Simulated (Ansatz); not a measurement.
Consider the redistribution: `C[S][GeH]([F])[F]` + `O[SiH2]S` → `[OH][GeH]([F])[F]` + `CS[SiH2]S`.

Calculated with Ansatz (gas phase, PBE0-D4/def2-TZVP geometries, no zero-point term in ΔE). CBS: MP2 limit from def2 TZ/QZ plus the TZ coupled-cluster correction, frozen cores. DFT in def2-TZVPP. For Ge outer-core shells are correlated without core-valence functions, which leaves a few kJ/mol of doubt a bond. Scalar relativity is left out up to krypton. One conformer a species, not always the lowest.

`C[S][GeH]([F])[F]`:

Cartesian coordinates in Å:
```
C -0.429 1.194 0.920
S 1.058 0.145 0.860
Ge 0.500 -1.059 -0.867
F -0.993 -1.870 -0.545
F 1.682 -2.300 -1.022
H -0.540 1.787 0.012
H -0.280 1.870 1.761
H -1.322 0.596 1.098
H 0.324 -0.362 -2.218
```

`O[SiH2]S`:

```xyz
7

O    -1.020    0.308   -1.059
Si    0.155    0.513    0.069
S     0.993   -1.321    0.765
H    -0.814   -0.250   -1.812
H     1.336    1.238   -0.463
H    -0.505    1.260    1.160
H    -0.145   -1.748    1.340
```

`[OH][GeH]([F])[F]`:

```xyz
6

O     0.234   -1.196   -0.676
Ge   -0.187    0.373   -0.050
F     1.245    1.203    0.419
F    -1.045    0.184    1.430
H     0.742   -1.737   -0.065
H    -0.988    1.174   -1.058
```

`CS[SiH2]S`:

Cartesian coordinates in Å:
```
C 1.578 -0.678 0.128
S 1.016 1.033 -0.101
Si -1.010 0.687 -0.614
S -2.101 -0.389 0.876
H 0.952 -1.193 0.855
H 2.599 -0.626 0.505
H 1.575 -1.218 -0.818
H -1.146 -0.179 -1.811
H -1.572 2.037 -0.859
H -1.890 0.526 1.839
```

| level | ΔE (kcal/mol) | difference from CCSD(T)/CBS |
| --- | --- | --- |
| LDA (SPW92) | 8.0 | -0.3 |
| PBE-D4 | 7.8 | -0.5 |
| B97M-V | 8.4 | 0.1 |
| PBE0-D4 | 7.8 | -0.5 |
| r2SCANh-D4 | 8.4 | 0.1 |
| r2SCAN0-D4 | 8.4 | 0.1 |
| CAM-B3LYP-D4 | 9.1 | 0.8 |
| B2PLYP | 8.8 | 0.5 |
| BLYP | 10.0 | 1.7 |
| CAM-B3LYP | 9.6 | 1.3 |
| MP2/def2-SVP | 4.4 | -3.9 |
| CCSD(T)/def2-SVP | 4.9 | -3.4 |
| MP2/def2-TZVPP | 7.3 | -1.0 |
| CCSD(T)/def2-TZVPP | 7.8 | -0.5 |
| HF/def2-QZVPP | 9.5 | 1.2 |
| HF/CBS(def2) | 9.5 | 1.2 |
| CCSD(T)/CBS | 8.3 | 0 |

Largest T1 diagnostic among the species: 0.012.

At CCSD(T), def2-SVP lies −3.4 kcal/mol from the extrapolated value and def2-TZVPP −0.5 kcal/mol. In def2-TZVPP, CCSD(T) changes the Hartree–Fock value by −1.7 kcal/mol (the triples alone add −0.4 kcal/mol) and MP2 by −2.2 kcal/mol. The D4 term adds −0.8 kcal/mol with B3LYP and −0.4 kcal/mol with PBE0; it sums over pairs of atoms, weighted by their polarisabilities, and B3LYP, whose exchange is more repulsive, gets the larger term.

B3LYP here is the variant with VWN-RPA as its local correlation; programs differ in this.
